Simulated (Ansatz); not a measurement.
`[OH][GaH][F]` + HBr → `[OH][GaH][Br]` + H–F at 298.15 K and 1 bar (ligand exchange at a Ga–F bond).

Computed with Ansatz on PBE0-D4/def2-TZVP structures; ΔE is electronic, products minus reactants. CCSD(T)/CBS is the MP2 limit (def2-TZVPP, def2-QZVPP) plus CCSD(T) − MP2 in def2-TZVPP, frozen cores. This one scheme is used for every species. For Br, Ga outer-core shells are correlated without core-valence functions, which leaves a few kJ/mol of doubt a bond. Scalar relativity is left out up to krypton. Each species was taken in one conformer, which may not be the lowest.

| species | CCSD(T)/CBS energy (Eh) | H − E (kJ/mol) | S (J/(mol·K)) |
| --- | --- | --- | --- |
| `[OH][GaH][F]` | -2100.17635 | 72.9 | 288.6 |
| HBr | -2573.91920 | 24.6 | 198.6 |
| `[OH][GaH][Br]` | -4573.71961 | 71.5 | 311.1 |
| H–F | -100.39570 | 33.5 | 173.6 |

H − E and S are ideal-gas, rigid-rotor, harmonic terms from PBE0-D4/def2-TZVP, for one conformer and one mirror image of each species. 1 Eh = 2625.50 kJ/mol, R = 8.31446 J/(mol·K).

**Question.** By hand: ΔE, ΔH, ΔS and ΔG.

**Answer.** ΔE = (-4573.71961) + (-100.39570) − (-2100.17635) − (-2573.91920) = -0.01976 Eh = -51.9 kJ/mol. Δ(H − E) = 71.5 + 33.5 − 72.9 − 24.6 = 7.5, so ΔH = -44.4 kJ/mol. ΔS = 311.1 + 173.6 − 288.6 − 198.6 = -2.5 J/(mol·K). ΔG = -44.4 − 298.15 × (-2.5)/1000 = -43.7 kJ/mol.

**Question.** By hand: the equilibrium constant, and the temperature at which ΔG would vanish if ΔH and ΔS stayed fixed.

**Answer.** log₁₀ K = −ΔG/(RT ln 10) = 7.7. ΔG = 0 at ΔH/ΔS = 17760 K, far beyond where these terms or the molecules hold.

The number of gas molecules stays the same, so ΔS is small and ΔH decides. A doubt of 5 kJ/mol in ΔE shifts log₁₀ K by 0.9 here. Other conformers and mirror images would add mixing entropy, several J/(mol·K) or more a flexible species. These are equilibria of isolated gas molecules and say nothing of rates. Largest T1 diagnostic: 0.015 (customary marks: 0.02 for closed shells, 0.045 for open ones).
